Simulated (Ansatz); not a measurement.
Two members of one family (Same ligands, another metal), computed with Ansatz in the gas phase. The two geometries come from different levels. HOMO and LUMO are taken over both spins. Binding counts from free atoms in the multiplicity of their measured ground term, without zero-point energy. The spins of the ions were chosen, not always searched. A dash marks a value that wasn't run or was left out as unsound. The structures are stationary points that may keep the symmetry of their start. Remarks come from the PBE and PBE0 runs and from stability tests at other levels; not every state was tested. HOMO above LUMO (over both spins in singlets and doublets, within one spin in higher multiplets; at PBE or PBE0), or a gap under 0.15 eV within one spin, warns that the state may not be the lowest or that an electron is smeared out.

First: CuF2 (doublet, charge 0, PBE-D4/def2-TZVP geometry; oxidised ion triplet).

Cartesian coordinates in Å:
```
Cu 0.000 0.000 0.000
F -1.050 1.163 0.751
F 1.050 -1.163 -0.751
```

```tsv
level	HOMO (eV)	LUMO (eV)	gap (eV)	vertical IE (eV)	binding per atom (eV)
PBE-D4/def2-TZVP	-7.70	-7.67	0.03	12.08	2.68
r2SCAN-D4/def2-TZVP	-8.25	-7.41	0.84	12.30	2.64
PBE0-D4/def2-SVP	-9.41	-5.87	3.55	–	2.51
PBE0-D4/def2-TZVP	-10.04	-6.02	4.02	12.81	2.48
CAM-B3LYP-D4/def2-TZVP	-11.66	-5.04	6.62	–	2.56
```

Metal–donor distances: 2 × F 1.74 Å. Remarks: near-degenerate levels, gap within one spin near zero.

Second: CoF2 (quartet, charge 0, r2SCAN-D4/def2-TZVP geometry; oxidised ion quintet).

Cartesian coordinates in Å:
```
Co 0.0000 0.0000 0.0000
F -0.2307 -0.0908 1.7022
F 0.2307 0.0908 -1.7022
```

What does the change do? Estimate second minus first.


```csv
level,Δ HOMO (eV),Δ LUMO (eV),Δ gap (eV),Δ vertical IE (eV),Δ binding per atom (eV)
PBE-D4/def2-TZVP,1.63,2.04,0.41,-1.42,0.72
r2SCAN-D4/def2-TZVP,1.52,2.11,0.59,-1.56,0.68
PBE0-D4/def2-SVP,1.03,2.34,1.32,–,0.66
PBE0-D4/def2-TZVP,1.10,2.04,0.94,-1.52,0.73
CAM-B3LYP-D4/def2-TZVP,1.04,1.97,0.93,–,0.75
```

Metal–donor distances: 2 × F 1.72 Å. Remarks: spin-contaminated (⟨S²⟩ up to 1.75) (doublet).
